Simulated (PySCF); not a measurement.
B3LYP has the VWN-RPA correlation part, as in Gaussian. Excitations are Tamm–Dancoff values on a coarser integration grid. The basis has no diffuse functions, so Rydberg states are missing or too high.

Z-matrix (Å, degrees):
```
C
N 1 1.2399
C 1 1.2938 2 158.94
N 3 1.2399 1 158.94 2 179.97
H 4 1.0243 3 113.23 1 -179.98
H 2 1.0243 1 113.23 3 -179.98
```
Charge 0, spin multiplicity 1.

### Question
Predict the T1 excitation (TDA), LUMO, total energy, dipole moment and HOMO–LUMO gap from B3LYP-D3(BJ)/def2-TZVP (PySCF).

### Answer

```
Property                    Value
-------------------  ------------
T1 excitation (TDA)       1.14 eV
LUMO                     -2.94 eV
total energy         -186.8940 Ha
dipole moment              0.00 D
HOMO–LUMO gap             3.20 eV
```
